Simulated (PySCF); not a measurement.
Ga2H4, SMILES [GaH2][GaH2]. The structure is a stationary point at PBE-D3(BJ)/def2-TZVP.

These are PBE-D3(BJ)/def2-TZVP (PySCF) values and carry that method's errors.

Harmonic wavenumbers (cm⁻¹): 215, 228, 273, 273, 534, 534, 683, 762, 1848, 1865, 1868, 1868. Rotational constants (GHz): 69.54, 2.181, 2.181; symmetry number 4.

### Question
Work out the zero-point energy and the ideal-gas rigid-rotor harmonic-oscillator thermochemistry at 298.15 K and 1 atm.

### Answer
ZPE = ½ Σ hcν = ½ × 10951 cm⁻¹ = 15.65 kcal/mol. H − E(el) = 19.64 kcal/mol. Entropy in cal/(mol K): translation 40.79, rotation 21.63, vibration 8.78, total 71.21. G − E(el) = -1.59 kcal/mol. Cp = 19.02 cal/(mol K).
